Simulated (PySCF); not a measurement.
PySCF input file for BrFGaH₂N, SMILES [NH2][Ga]([F])[Br], PBE-D3(BJ)/def2-SVP. The structure is a stationary point at PBE-D3(BJ)/def2-SVP. The geometry has at least one imaginary mode, so it is a saddle point at that level. The structure was generated by enumeration; whether it is a known compound was not checked. The values are those of a single conformer.

```python
import numpy as np
from pyscf import gto, scf, dft, df
from pyscf.hessian import thermo

mol = gto.M(
    atom='''
    Ga   -0.02968549   -0.74694265    0.00000000
    F    -1.61485300   -1.52094512    0.00000000
    Br    0.04764504    1.53422427    0.00000000
    N     1.43189498   -1.80013076    0.00000000
    H     2.38352625   -1.43430807    0.00000000
    H     1.37955957   -2.81889780    0.00000000
    ''',
    basis='def2-SVP',
    charge=0,
    spin=0,
    max_memory=1600,
    verbose=3,
)
mf = dft.RKS(mol, xc='pbe').density_fit(auxbasis='def2-universal-jkfit')
mf.disp = 'd3bj'
mf.grids.level = 3
mf.conv_tol = 1e-11
mf.max_cycle = 100
mf.kernel()

# [left out here: the lines that compute and print the analytic Hessian (its translational invariance restored by hand, since the grid's response is missing), thermochemistry and intensities]
```

Log of the run:

```
converged SCF energy = -4653.41332781005

WARN: DFTD3 does not support analytical Hessian, using finite difference


WARN: Mole.unit (angstrom) is changed to Bohr

Mode                                 0                   1                   2
Irrep
Freq [cm^-1]                     -174.9521            119.5704            164.5022
Reduced mass [au]                   1.6298              5.7816              7.0975
Force const [Dyne/A]               -0.0294              0.0487              0.1132
Char temp [K]                    -251.7171            172.0353            236.6820
Normal mode                   x     y     z       x     y     z       x     y     z
       0  Ga                -0.00 -0.00  0.03    0.06  0.00 -0.00   -0.01  0.02 -0.00
       1   F                -0.00 -0.00 -0.03    0.01  0.09  0.00    0.07 -0.16  0.00
       2  Br                 0.00 -0.00 -0.01   -0.04  0.00  0.00    0.01  0.03  0.00
       3   N                 0.00  0.00 -0.15   -0.05 -0.14  0.00   -0.08 -0.08  0.00
       4   H                 0.00  0.00  0.54    0.00 -0.28  0.00   -0.04 -0.20  0.00
       5   H                 0.00  0.00  0.54   -0.20 -0.14  0.00   -0.22 -0.07  0.00
Mode                                 3                   4                   5
Irrep
Freq [cm^-1]                      177.4518            301.8116            366.4907
Reduced mass [au]                   3.3424             34.4774              1.0219
Force const [Dyne/A]                0.0620              1.8504              0.0809
Char temp [K]                     255.3137            434.2396            527.2985
Normal mode                   x     y     z       x     y     z       x     y     z
       0  Ga                -0.00 -0.00 -0.08    0.00  0.08  0.00    0.00  0.00  0.00
       1   F                -0.00  0.00  0.10    0.04  0.01 -0.00   -0.00 -0.00 -0.03
       2  Br                 0.00 -0.00  0.02   -0.00 -0.08 -0.00   -0.00 -0.00  0.00
       3   N                 0.00  0.00  0.08   -0.04  0.03 -0.00   -0.00 -0.00  0.00
       4   H                 0.00  0.00  0.31   -0.02 -0.02 -0.00    0.00 -0.00 -0.72
       5   H                 0.00  0.00  0.43   -0.10  0.04 -0.00   -0.00 -0.00  0.68
Mode                                 6                   7                   8
Irrep
Freq [cm^-1]                      672.1094            712.1051            737.6171
Reduced mass [au]                   9.2556              1.3302              6.0267
Force const [Dyne/A]                2.4634              0.3974              1.9319
Char temp [K]                     967.0158           1024.5607           1061.2668
Normal mode                   x     y     z       x     y     z       x     y     z
       0  Ga                 0.03  0.03 -0.00   -0.00 -0.02 -0.00   -0.06  0.02  0.00
       1   F                -0.17 -0.08  0.00    0.01  0.02  0.00    0.07  0.04 -0.00
       2  Br                 0.00 -0.00  0.00    0.00  0.00  0.00   -0.00 -0.00 -0.00
       3   N                 0.10 -0.03  0.00    0.02  0.12  0.00    0.17 -0.10 -0.00
       4   H                 0.15 -0.18  0.00    0.24 -0.49  0.00    0.22 -0.23 -0.00
       5   H                -0.06 -0.03  0.00   -0.64  0.15 -0.00    0.07 -0.10 -0.00
Mode                                 9                  10                  11
Irrep
Freq [cm^-1]                     1442.8275           3521.7313           3640.5208
Reduced mass [au]                   1.1170              1.0473              1.1000
Force const [Dyne/A]                1.3701              7.6533              8.5896
Char temp [K]                    2075.9075           5066.9872           5237.8988
Normal mode                   x     y     z       x     y     z       x     y     z
       0  Ga                -0.00  0.00  0.00    0.00 -0.00 -0.00   -0.00 -0.00  0.00
       1   F                 0.00  0.00 -0.00    0.00  0.00  0.00    0.00 -0.00 -0.00
       2  Br                 0.00 -0.00 -0.00   -0.00 -0.00  0.00   -0.00  0.00 -0.00
       3   N                 0.07 -0.05 -0.00   -0.04  0.03 -0.00   -0.05 -0.06 -0.00
       4   H                -0.21  0.63 -0.00    0.62  0.26  0.00    0.65  0.24  0.00
       5   H                -0.67  0.01 -0.00   -0.05 -0.71  0.00    0.03  0.65 -0.00
temperature 298.1500 [K]
pressure 101325.00 [Pa]
Rotational constants [GHz] 5.90994 1.54975 1.22779
Symmetry number 1
Zero-point energy (ZPE) 0.02701 [Eh]   70919.042 [J/mol]
                           tot       elec      trans        rot        vib
Entropy [J/mol/K]       337.517      0.000    173.829    116.102     47.587
Cv [J/mol/K]             72.811      0.000     12.472     12.472     47.868
Cp [J/mol/K]             81.126      0.000     20.786     12.472     47.868
Internal energy [J/mol]                      3718.434   3718.434  78825.693
Internal energy [Eh]   -4653.38047  -4653.41333
Enthalpy [J/mol]                             6197.391   3718.434  78825.693
Enthalpy [Eh]          -4653.37953
Gibbs free energy [J/mol]                  -45629.653 -30897.355  64637.732
Gibbs free energy [Eh] -4653.41786
mode   freq/cm-1   IR/(km/mol)
   1     -174.95       162.485
   2      119.57         2.573
   3      164.50        12.751
   4      177.45         2.117
   5      301.81        26.038
   6      366.49         0.225
   7      672.11        30.681
   8      712.11        88.583
   9      737.62        58.430
  10     1442.83        20.077
  11     3521.73        47.947
  12     3640.52        50.509
max |gradient| / (hartree/bohr): 0.0003458971893281843
APT charges: [ 1.3574 -0.5739 -0.4138 -0.7373  0.1807  0.187 ]
```

The run converged. The end point has an imaginary mode, so it is no minimum.

Cost: around 60 core-seconds (rough).
